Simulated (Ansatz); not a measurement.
Coupled-cluster run, Cl₃GaH₂O (`[OH2+][Ga-]([Cl])([Cl])[Cl]`).

```yaml
crystal:
  periodic: [false, false, false]
  atoms:
    - {symbol: O, position_ang: [-0.635770, 0.529887, 0.907933]}
    - {symbol: Ga, position_ang: [0.528858, -0.539090, -0.439477]}
    - {symbol: Cl, position_ang: [1.439776, -2.062103, 0.737217]}
    - {symbol: Cl, position_ang: [-1.104862, -1.093183, -1.725411]}
    - {symbol: Cl, position_ang: [1.737269, 1.137296, -1.038784]}
    - {symbol: H, position_ang: [-1.555145, 0.506167, 0.610644]}
    - {symbol: H, position_ang: [-0.348825, 1.452826, 0.902278]}
basis:
  gaussian: {orbitals: def2-TZVPP}
correlation: {method: ccsd_t}
output: {orbitals: {seedname: orbitals}}
```

```sh
$ ansatz run in.yaml --threads 4 --pin off --events-out ev --progress --plain
```

Output of Ansatz, abridged:

```
Functional definition: HF
1432 factors; integrals over basis functions are off by at most 6.7e-4 eV
mean field evaluation 1: about -91919.2660 eV, gradient 3.3e1 eV
mean field evaluation 2: about -91919.4122 eV, gradient 3.4e1 eV
mean field evaluation 4: about -91921.7697 eV, gradient 3.2e0 eV
mean field evaluation 8: about -91921.8021 eV, gradient 1.1e-1 eV
mean field -91921.80215504 eV, -3378.0639223625 hartree, gradient 1.9e-6 eV, S^2 0.000000; 0 other end points of the search recorded, 0 dependent functions left out
25 core orbitals not correlated: weight in the atoms' cores, before any rotation towards them, 1.000 or more for the frozen orbitals, at most 0.000 for the correlated occupied ones
reference -91921.80215504 eV, -3378.0639223625 hartree; 21, 21 occupied and 187, 187 virtual orbitals, 1432 factors
second order -28.25419752 eV of doubles, -0.00000000 eV of singles
cycle   1  -28.67094537 eV  change   -4.2e-1 eV  update   1.1e-1
cycle   2  -29.32606537 eV  change   -6.6e-1 eV  update   2.8e-2
cycle   3  -29.43351445 eV  change   -1.1e-1 eV  update   1.3e-2
cycle   4  -29.42085889 eV  change    1.3e-2 eV  update   2.7e-3
cycle   5  -29.41980840 eV  change    1.1e-3 eV  update   9.6e-4
cycle   6  -29.42000827 eV  change   -2.0e-4 eV  update   2.5e-4
cycle   7  -29.41987234 eV  change    1.4e-4 eV  update   8.6e-5
cycle   8  -29.41988853 eV  change   -1.6e-5 eV  update   2.6e-5
perturbative correction -1.19488052 eV, -0.0439110491 hartree
Total energy: -91952.41692409 eV, -3379.1889943735 hartree
```

Run time 3 min (4 threads of a server CPU on a shared host); peak host memory 3.9 GiB.

Correlation energy per correlated electron: -0.729 eV. T1 diagnostic: 0.0100.
